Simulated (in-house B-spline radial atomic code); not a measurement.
## BLYP excitations of the vanadium ion V⁵⁺

Method: BLYP. Computed with an all-electron radial atomic-structure program (B-spline basis): linear response of the closed shell [Ne] 3s2 3p6 with the functional's adiabatic kernel; non-relativistic, point nucleus, no spin-orbit coupling, no double excitations, S, P, D and F terms only. Only terms of natural parity with L up to 3 were computed.

Command:
```bash
python run_td.py task.json out
```
Settings (radii: box in bohr, nucleus in fm):
```
Z                        23
electrons                18
configuration            [Ne] 3s2 3p6
hamiltonian              nr
method                   b88,lyp
box_radius               16.35
intervals                52
```

Time taken, with all properties: 0.6 s on 1 thread of Arm Neoverse N1 (shared host).

The lowest states, in the order of their Tamm-Dancoff energies; the method's threshold (minus the highest occupied level) is 117.13 eV. Labels give the largest channel, * marks a mixed state, and oscillator strengths are full-response dipole values. Semilocal kernels can invert the small singlet-triplet splittings of Rydberg terms. Energies in eV:

```tsv
state	full response	Tamm-Dancoff	oscillator strength
3p → 3d 3P	37.96	38.10	-
3p → 3d 3F	38.31	38.49	-
3p → 3d 1F	41.89	41.90	-
3p → 3d 1P	?	?	?
3p → 4s 3P	64.58	64.60	-
3s → 3d 3D	65.39	65.46	-
3p → 4s 1P	65.52	65.58	0.219
3s → 3d 1D	69.73	69.84	-
3p → 4p 3S	71.53	71.56	-
3p → 4p 3D	72.05	72.07	-
3p → 4p 1D	72.78	72.79	-
3p → 4p 1S	76.09	76.34	-
3p → 4d 3P	83.41	83.43	-
3p → 4d 3F	83.44	83.45	-
3p → 4d 1F	83.90	83.90	-
3p → 4d 1P	84.93	85.10	0.0565
3s → 4s 3S	90.77	90.78	-
3p → 5s 3P	90.84	90.84	-
3p → 5s 1P	91.09	91.10	0.0585
3p → 4f 3D	91.55	91.56	-
3s → 4s 1S	?	?	-
3p → 4f 1D	92.31	92.33	-
```

Q: Where does 3p → 3d 1P lie?

A: At 54.53 eV in full response, 56.98 eV in Tamm-Dancoff, oscillator strength 3.8.

Q: Where does 3s → 4s 1S lie?

A: At 92.03 eV in full response, 92.06 eV in Tamm-Dancoff.

Q: How large is the singlet-triplet splitting of 3p → 3d (F terms) in Tamm-Dancoff?

A: 3.41 eV, from the unrounded values.

Q: What polarisabilities and dispersion coefficient does the method give?

A: Dipole 1.091 bohr³, quadrupole 1.179 bohr⁵, C6 1.984 hartree·bohr⁶ for two such species.
